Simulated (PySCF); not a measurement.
Input of a run (PBE0-D3(BJ)/def2-SVP geometry optimisation, gas phase (PySCF 2.14.0)), started from GFN2-xTB:
```
{"job": {"xc": "PBE0", "basis": "def2-SVP", "d3": "d3bj", "grid": 1, "shake": 0.01, "kind": "geom"}, "charge": 0, "multiplicity": 1}
C      2.326170    -1.801590    -0.331100
C      1.197100    -0.795360    -0.061800
O      0.594750    -0.720810     0.988970
O      0.944790    -0.018230    -1.076400
Si    -0.252470     1.220390    -0.932200
Si     1.045710     3.063610    -0.319770
Si    -1.925080     0.393850     0.448380
Si    -2.455330    -1.848460     0.290000
H      3.068010    -1.311250    -0.937220
H      2.725180    -2.134390     0.610020
H      1.874680    -2.622990    -0.870250
H     -0.547950     1.233060    -2.356860
H      1.564710     3.834410    -1.456730
H      0.242360     4.007220     0.483360
H      2.211030     2.673110     0.495160
H     -3.134930     1.209210     0.100110
H     -1.662350     0.829370     1.827090
H     -1.323550    -2.739110     0.411760
H     -3.438920    -2.300300     1.310200
H     -3.104910    -2.156340    -1.002340
```

Output (energies in Eh, forces in Eh/bohr):
```
step   0  E = -1390.62048816  max force = 0.029028
step   1  E = -1390.63194887  max force = 0.009344
step   2  E = -1390.63309585  max force = 0.005245
step   3  E = -1390.63350317  max force = 0.007285
step   4  E = -1390.63418394  max force = 0.003714
step   5  E = -1390.63448808  max force = 0.002549
step   6  E = -1390.63464883  max force = 0.001952
step   7  E = -1390.63473704  max force = 0.001394
step   8  E = -1390.63477801  max force = 0.000842
step   9  E = -1390.63481928  max force = 0.000697
step  10  E = -1390.63484511  max force = 0.000932
step  11  E = -1390.63487818  max force = 0.000949
step  12  E = -1390.63490040  max force = 0.000511
step  13  E = -1390.63492202  max force = 0.000538
step  14  E = -1390.63494401  max force = 0.001053
step  15  E = -1390.63497054  max force = 0.001432
step  16  E = -1390.63500544  max force = 0.001040
step  17  E = -1390.63504009  max force = 0.000446
step  18  E = -1390.63507233  max force = 0.000734
step  19  E = -1390.63511397  max force = 0.001257
step  20  E = -1390.63517380  max force = 0.001367
step  21  E = -1390.63522936  max force = 0.001107
step  22  E = -1390.63531020  max force = 0.000902
step  23  E = -1390.63549953  max force = 0.001817
step  24  E = -1390.63549861  max force = 0.006610
step  25  E = -1390.63592508  max force = 0.002982
step  26  E = -1390.63617983  max force = 0.002328
step  27  E = -1390.63597257  max force = 0.001063
step  28  E = -1390.63629441  max force = 0.000812
step  29  E = -1390.63633648  max force = 0.000315
step  30  E = -1390.63635073  max force = 0.000577
step  31  E = -1390.63636168  max force = 0.000632
step  32  E = -1390.63636894  max force = 0.000347
optimisation converged
```

Q: Summarise the run.

A: The energy falls by 0.432 eV over 33 energy and gradient evaluations, the largest force component goes from 0.0290 to 3.5e-04 Eh/bohr, and the atoms move by 0.694 Å rms after alignment. The bond that changes most is Si8–H18 (SiH3 silicon to Si–H hydrogen), which lengthens by 0.050 Å. Bonds longer at the end by more than 0.005 Å: 16 of 19; shorter: 1. Among the angles that change most is Si5–Si7–Si8, from 118.1° to 107.6°. Among the dihedrals that turn most is H12–Si5–Si6–H14, from 109° to 27°. The energy rose by more than 1e-6 Eh at step 27. The first step brought 72 % of the lowering.

Q: What are the final bond lengths?

A: C1–C2 1.495 Å, C2=O3 1.214 Å, C2–O4 1.329 Å, O4–Si5 1.748 Å, Si5–Si6 2.346 Å, Si5–Si7 2.345 Å, Si7–Si8 2.345 Å, C1–H9 1.100 Å, C1–H10 1.095 Å, C1–H11 1.099 Å, Si5–H12 1.492 Å, Si6–H13 1.495 Å, Si6–H14 1.497 Å, Si6–H15 1.491 Å, Si7–H16 1.499 Å, Si7–H17 1.494 Å, Si8–H18 1.495 Å, Si8–H19 1.495 Å, Si8–H20 1.495 Å. Numbering counts from 1 in the input's order; the species is `CC(=O)O[Si@H]([SiH3])[SiH2][SiH3]`.

The run used 188 basis functions and 228 SCF cycles in all. The run took 7.5 min wall on an Intel Xeon 6975P-C with one thread, on a shared host, and the process peaked at 0.93 GiB of memory.

No PBE0-D3(BJ)/def2-SVP frequencies stand behind this structure, so it isn't proved a minimum. One conformer, not necessarily the lowest.
